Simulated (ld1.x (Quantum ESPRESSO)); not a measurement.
W: excitation energies, all-electron against TM semilocal

- Element: tungsten (W)
- Generator: ld1.x (Quantum ESPRESSO) 7.5
- Type: norm-conserving Troullier–Martins (semilocal form)
- Functional: PBE
- Relativity: scalar-relativistic
- Frozen core: [Kr] 4d10 4f14 5s2
- Valence charge: 12
- Reference configuration: 5p6 5d4 6s1 6p0 (charge +1)
- Partial waves: 5p (bound): rc 2.15 bohr; 5d (bound): rc 2.60 bohr; 6s (bound): rc 2.55 bohr
- Local potential: the s channel
- Core correction: none

Energies are relative to the spin-unpolarised reference configuration 5p6 5d4 6s1 6p0; without spin polarisation the order of configurations can differ from experiment.

```csv
valence configuration,charge,ΔE all-electron (eV),error AE − PS (meV)
5p6 5d4 6s2 6p0,0,-8.883,+1.5
5p6 5d4 6s0 6p0,+2,15.679,-5.1
5p6 5d3 6s0 6p0,+3,41.061,+33
5p6 5d4 6s0 6p2,0,0.376,+474
5p6 5d5 6s1 6p0,0,-7.344,-1.6
5p6 5d4 6s0 6p1,+1,5.453,+330
5p6 5d3 6s2 6p1,0,-4.865,+262
```

ld1.x printed “convergence not achieved” for 2 of the counted tests; their residual had stalled under 1e-8, short of the target of 1e-14.
